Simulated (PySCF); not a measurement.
A structure optimised at PBE-D3(BJ)/def2-SVP, used in a PySCF frequency run:

```
Sn
Cl 1 2.3444
Cl 1 2.3444 2 108.89
Cl 1 2.3444 2 108.89 3 118.61
Br 1 2.4824 2 110.04 4 120.69
```
Charge 0, spin multiplicity 1.

Problem. Write its SMILES, formula and point group.

Solution. [Cl][Sn]([Cl])([Cl])[Br], BrCl3Sn, C3v

Problem. What are its rotational constants (standard atomic weights)?

Solution. 0.97972, 0.65029, 0.65029 GHz
